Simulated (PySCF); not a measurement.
A PySCF script (with the pyscf-properties extension) for the NMR shieldings of `CCOB(C)S[C@@H]1CO1`, C₅H₁₁BO₂S, on a GFN2-xTB geometry:

```python
import basis_set_exchange as bse
import numpy as np
from pyscf import gto, dft
from pyscf.prop import nmr

atoms = """
C    -3.369754    0.782501   -0.060655
C    -2.185124    0.527514    0.860772
O    -1.446549   -0.584975    0.396934
B    -0.154392   -0.639919    0.122834
C     0.465478   -1.999166   -0.403940
S     0.912075    0.849240    0.363632
C     2.523130    0.236138   -0.165105
C     3.353456    1.081510   -1.020607
O     2.711180   -0.066836   -1.501141
H    -3.020678    1.017863   -1.062963
H    -3.998800   -0.102558   -0.110942
H    -3.955046    1.616224    0.316645
H    -2.534289    0.285480    1.871179
H    -1.540677    1.413474    0.913510
H     1.161243   -2.428462    0.315682
H     1.021620   -1.855648   -1.328296
H    -0.313431   -2.733720   -0.588134
H     2.985322   -0.434635    0.552112
H     4.433412    1.023177   -0.952112
H     2.946676    2.023476   -1.367302
"""
names = dict.fromkeys(["C", "O", "B", "S", "H"], "pcSseg-1")
basis = {el: gto.basis.parse(bse.get_basis(n, elements=[el], fmt="nwchem")) for el, n in names.items()}
mol = gto.M(atom=atoms, basis=basis, charge=0, verbose=0)
mf = dft.RKS(mol, xc="PBE0")
mf.grids.level = 2
mf.grids.alignment = dft.numint.BLKSIZE   # the property module wants whole blocks of grid points
mf.conv_tol = 1e-9
mf.kernel()

calc = nmr.RKS(mf)   # GIAO
C = mf.mo_coeff
Co = C[:, mf.mo_occ > 0]
resp = mf.gen_response(singlet=True, hermi=2)
def vind(x):   # induced exchange potential for any number of trial vectors
    d = np.einsum("pi,xij,qj->xpq", C, 2 * x.reshape(-1, C.shape[1], Co.shape[1]), Co, optimize=True)
    return np.einsum("xpq,pi,qj->xij", resp(d - d.transpose(0, 2, 1)), C, Co, optimize=True).ravel()
mo1, _ = nmr.rhf.solve_mo1(calc, with_cphf=vind)
sigma = calc.kernel(mo1)
for i, s in enumerate(sigma):   # ppm
    w = np.linalg.eigvalsh((s + s.T) / 2)
    print("%2d %-2s iso %8.1f  s11 %8.1f  s22 %8.1f  s33 %8.1f" % (i, mol.atom_pure_symbol(i), w.mean(), *w))
```

Question: What does it print?

Answer: 
```
 0 C  iso    167.3  s11    149.9  s22    166.2  s33    185.7
 1 C  iso    119.7  s11     87.8  s22    106.5  s33    164.6
 2 O  iso    143.8  s11    -10.9  s22    136.0  s33    306.3
 3 B  iso     55.1  s11     28.1  s22     49.2  s33     87.8
 4 C  iso    179.9  s11    168.6  s22    175.2  s33    195.9
 5 S  iso    462.7  s11    364.0  s22    495.4  s33    528.8
 6 C  iso    132.7  s11     71.8  s22    142.6  s33    183.5
 7 C  iso    139.2  s11     96.6  s22    141.8  s33    179.3
 8 O  iso    300.9  s11    123.2  s22    367.1  s33    412.5
 9 H  iso     30.4  s11     26.3  s22     29.9  s33     35.1
10 H  iso     30.0  s11     26.3  s22     28.1  s33     35.7
11 H  iso     30.7  s11     26.7  s22     27.6  s33     37.9
12 H  iso     27.5  s11     22.8  s22     27.2  s33     32.6
13 H  iso     27.5  s11     21.3  s22     28.9  s33     32.2
14 H  iso     31.1  s11     27.1  s22     29.9  s33     36.2
15 H  iso     30.5  s11     24.5  s22     31.2  s33     35.6
16 H  iso     31.2  s11     26.5  s22     29.2  s33     38.0
17 H  iso     27.7  s11     20.8  s22     25.8  s33     36.5
18 H  iso     28.9  s11     23.2  s22     26.0  s33     37.6
19 H  iso     29.2  s11     23.3  s22     28.3  s33     35.9
```

These numbers come from an equivalent density-fitted implementation of the same equations, which agrees with the script to about 0.01 ppm for H and up to a few tenths of a ppm for heavy atoms, so last digits may differ.

Size and cost of the density-fitted run: 215 basis functions, 74 s wall time on 1 thread of an Arm Neoverse N1, shared host; peak memory 1 GiB.
